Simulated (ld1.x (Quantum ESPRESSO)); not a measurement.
Before and after: TM potential for bromine (Br)

```
Element                 : Br
Generator               : ld1.x (Quantum ESPRESSO) 7.5
Type                    : norm-conserving Troullier–Martins (Kleinman–Bylander form)
Functional              : PBE
Relativity              : scalar-relativistic
Frozen core             : [Ar] 3d10
Valence charge          : 7
Reference configuration : 4s2 4p5
Partial waves           : 4p (bound): rc 1.20 bohr; 4s (bound): rc 1.25 bohr
Local potential         : the s channel
Core correction         : none
```

Change: all radii scaled by about 0.78 (s 0.98, p 0.94 bohr).

Cutoffs: the cutoffs (Ry, on a coarse ladder) from which the occupation-weighted sum of valence levels, in a spherical-Bessel basis at the reference potential, stays within 10 and 1 mRy of its value at 400 Ry; they do not see the model core or the augmentation charge, which bear on the density cutoff. Errors are all-electron minus pseudo energies relative to the spin-unpolarised reference configuration.

Q: Predict the effect on cutoff, ghosts and configuration errors.

A: Both files keep a bound ghost (p); of the 7 tests that both files solve, the error grows in 6 and shrinks in 1 by more than 15 % and 0.3 meV (median size 13.4 → 31.2 meV).

| quantity | base | changed |
| --- | --- | --- |
| cutoff, loose | 80 Ry | over 300 Ry |
| cutoff, tight | 180 Ry | over 300 Ry |
| loose cutoff by channel (10 mRy a level) | p 70 Ry, s 40 Ry | p over 300 Ry, s 180 Ry |
| bound ghosts | p | p |
| error for 4s2 4p4, meV [ΔE 12.55 eV] | -8.2 | -19 |
| error for 4s2 4p3, meV [ΔE 35.31 eV] | -37 | -68 |
| error for 4s2 4p2, meV [ΔE 69.30 eV] | -86 | -105 |
| error for 4s2 4p1, meV [ΔE 115.32 eV] | -131 | -31 |
| error for 4s1 4p5, meV [ΔE 25.56 eV] | -13 | -77 |
| error for 4s1 4p6, meV [ΔE 12.37 eV] | +2.5 | -8.6 |
| error for 4s2 4p4.5, meV [ΔE 5.07 eV] | -2.1 | -4.7 |

 A true bound ghost makes a file unfit for plane-wave use even where its test errors are small: the radial tests pick states by their node count and pass the ghost by.
